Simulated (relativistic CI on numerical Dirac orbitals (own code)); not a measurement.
Radial parameters of Au71+

Calculated at this level of theory: Dirac-Coulomb-Breit CI, orbitals from a KLI potential per configuration, model QED, unscaled Slater integrals (own radial code, finite nucleus).

Slater integrals F^k, G^k are unscaled and averaged over j, outside the closed core 1s2; ζ comes from projecting the Hamiltonian with its Breit term on Σ l·s of the shell.

- 2s2 2p4: F^2(2p,2p) = 1.5123e+06, ζ(2p) = 1.0254e+07 cm⁻¹; <r>(2p) = 0.0617, <r^2>(2p) = 0.004661 (bohr units).
- 2s 2p5: G^1(2s,2p) = 1.649e+06, ζ(2p) = 1.0235e+07 cm⁻¹; <r>(2s) = 0.06879, <r^2>(2s) = 0.005644, <r>(2p) = 0.06176, <r^2>(2p) = 0.004669 (bohr units).
- 2p5 3s: ζ(2p) = 1.0326e+07, G^1(2p,3s) = 166450 cm⁻¹; <r>(2p) = 0.06156, <r^2>(2p) = 0.00464, <r>(3s) = 0.1636, <r^2>(3s) = 0.03067 (bohr units).

Averages of the first 10 configurations, taken without configuration mixing, which lowers the lowest level and can move excited configurations by several eV; other configurations of the list can lie among them:

```
Configuration  Parity  States  Average energy above the lowest level (eV)
      2s2 2p4    even      15                                      1281.2
       2s 2p5     odd      12                                      3023.7
          2p6    even       1                                      4833.8
       2p5 3s     odd      12                                     15264.2
   2s2 2p3 3s     odd      40                                     11786.6
       2p5 3p    even      36                                     15755.3
   2s2 2p3 3p    even     120                                     12291.0
       2p5 3d     odd      60                                     16152.4
   2s2 2p3 3d     odd     200                                     12688.1
    2s 2p4 3s    even      60                                     13491.4
```
